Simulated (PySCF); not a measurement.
**Basis and Hamiltonian dependence of the excitation energy of C**

C [He] 2s2 2p2 (3P) → C [He] 2s2 2p1 3s1 (3P). Calculated with PySCF 2.14 from differences of total energies of unrestricted determinants, without spin-orbit coupling. Values in eV.

| basis | Hamiltonian | functions | UHF | r2SCAN | PBE0 | MP2 (valence) | CCSD(T) (valence) | CCSD(T) (valence and next inner shell) |
| --- | --- | --- | --- | --- | --- | --- | --- | --- |
| aug-cc-pVDZ-DK | spin-free X2C | 23 | 7.701 | 8.273 | 8.009 | 7.841 | 7.647 | n/a |
| def2-TZVPPD | non-relativistic | 37 | 7.556 | 8.154 | 7.881 | 7.828 | 7.656 | 7.672 |
| aug-cc-pwCVTZ | non-relativistic | 59 | 7.556 | 8.147 | 7.884 | 7.825 | 7.648 | 7.679 |
| aug-cc-pCVTZ-DK | spin-free X2C | 59 | 7.552 | 8.146 | 7.881 | 7.819 | 7.643 | 7.666 |
| aug-cc-pVTZ with one added diffuse shell each of s, p, d, f type | non-relativistic | 62 | 7.254 | 7.954 | 7.681 | 7.575 | 7.425 | n/a |
| def2-QZVPPD | non-relativistic | 63 | 7.533 | 8.133 | 7.863 | 7.830 | 7.652 | 7.678 |
| dyall-av3z | non-relativistic | 71 | 7.416 | 8.056 | 7.779 | 7.698 | 7.534 | n/a |
| aug-cc-pCVTZ-DK with one added diffuse shell each of s, p, d, f type | spin-free X2C | 75 | 7.246 | 7.948 | 7.675 | 7.565 | 7.416 | 7.439 |
| dyall-acv3z | spin-free X2C | 76 | 7.410 | 8.050 | 7.773 | 7.693 | 7.529 | 7.548 |
| dyall-acv3z | non-relativistic | 76 | 7.416 | 8.055 | 7.779 | 7.698 | 7.534 | 7.553 |
| aug-cc-pVQZ | non-relativistic | 80 | 7.480 | 8.099 | 7.828 | 7.784 | 7.608 | n/a |
| aug-cc-pVQZ with one added diffuse shell each of s, p, d, f, g type | non-relativistic | 105 | 7.253 | 7.955 | 7.682 | 7.598 | n/a | n/a |
| aug-cc-pCVQZ-DK | spin-free X2C | 109 | 7.473 | 8.092 | 7.821 | 7.779 | n/a | n/a |
| aug-cc-pV5Z | non-relativistic | 127 | 7.432 | 8.060 | 7.789 | 7.754 | n/a | n/a |

Frozen in the all-electron rows: valence: 1s2; valence and next inner shell: nothing.

Reference for a calculation without spin-orbit coupling: 7.482 eV (measured, between term centres; NIST).
